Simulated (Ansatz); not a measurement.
Reaction (formal exchange of groups at the Si–Si bond): `F[C@H]1C[Si@H]1[SiH3]` + CH₄ → `C[Si@H]1C[C@H]1F` + SiH₄

Gas-phase electronic energies from Ansatz, PBE0-D4/def2-TZVP geometries. CCSD(T)/CBS adds triple-zeta CCSD(T) − MP2 to the extrapolated MP2 energy (def2 sets, frozen cores). This one scheme is used for every species. DFT in def2-TZVPP. B3LYP here is the variant with VWN-RPA as its local correlation; programs differ in this.

```
             level  ΔE (kcal/mol)  difference from CCSD(T)/CBS
            PBE-D4            6.6                          3.0
         r2SCAN-D4            4.9                          1.3
           PBE0-D4            5.5                          1.9
          B3LYP-D4            4.0                          0.4
           ωB97M-V            2.1                         -1.5
            B2PLYP            3.1                         -0.5
               PBE            6.3                          2.7
            r2SCAN            4.8                          1.2
              PBE0            5.2                          1.6
     HF/def2-TZVPP            0.5                         -3.1
SCS-MP2/def2-TZVPP            2.1                         -1.5
CCSD(T)/def2-TZVPP            3.4                         -0.2
     HF/def2-QZVPP            0.3                         -3.3
SCS-MP2/def2-QZVPP            2.1                         -1.5
      HF/CBS(def2)            0.3                         -3.3
    CCSD/CBS(def2)            2.9                         -0.7
       CCSD(T)/CBS            3.6                            0
```

Largest T1 diagnostic among the species: 0.013.

In def2-TZVPP, CCSD(T) changes the Hartree–Fock value by +2.9 kcal/mol (the triples alone add +0.6 kcal/mol) and MP2 by +2.1 kcal/mol. From PBE to PBE0 (25 % exact exchange), in def2-TZVPP and without D4, ΔE moves by −1.1 kcal/mol.
